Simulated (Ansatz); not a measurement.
The lowest singlet and triplet of AlH (SMILES [AlH]); geometries from B3LYP-D3(BJ)/def2-TZVP, each state relaxed from the structure named, with no frequency check.
Singlet (charge 0, multiplicity 1):
```csv
atom,x (Å),y (Å),z (Å)
Al,0.0000,0.0000,-0.1187
H,0.0000,0.0000,1.5432
```
Triplet (charge 0, multiplicity 3):
| atom | x (Å) | y (Å) | z (Å) |
|---|---|---|---|
| Al | 0.0000 | 0.0000 | -0.1147 |
| H | 0.0000 | 0.0000 | 1.4914 |

A positive gap puts the triplet lower; no zero-point energy. R- takes a restricted singlet. U- takes an unrestricted singlet (broken symmetry where lower, unprojected). The triplet is unrestricted in single-reference levels.

Cores are frozen in the correlated methods.

Codes used: Ansatz (a first-principles code). Each number belongs to the level named beside it.

The comparison value is -180.7 kJ/mol (FCI/cc-pV(Q+d)Z). Full CI is exact for the correlated electrons in its own basis alone.

Question: Order these levels by the size of their error in the gap E(singlet) − E(triplet), adiabatic, against full CI in the same basis, smallest first: R-MP2/cc-pV(Q+d)Z, R-SCS-MP2/cc-pV(Q+d)Z, R-CCSD/cc-pV(Q+d)Z, U-SCS-MP2/cc-pV(Q+d)Z (spin-contaminated), R-HF/cc-pV(Q+d)Z. Give each level's value less the comparison value.

Answer: R-CCSD/cc-pV(Q+d)Z (-0.4 kJ/mol), R-SCS-MP2/cc-pV(Q+d)Z (-4.6 kJ/mol), U-SCS-MP2/cc-pV(Q+d)Z (spin-contaminated) (9.1 kJ/mol), R-MP2/cc-pV(Q+d)Z (13.5 kJ/mol), R-HF/cc-pV(Q+d)Z (69.5 kJ/mol)

Doubts at one or more of the structures used: a restricted determinant that unrestricted orbitals would lower (R-MP2/cc-pV(Q+d)Z, R-SCS-MP2/cc-pV(Q+d)Z, R-CCSD/cc-pV(Q+d)Z, R-HF/cc-pV(Q+d)Z).
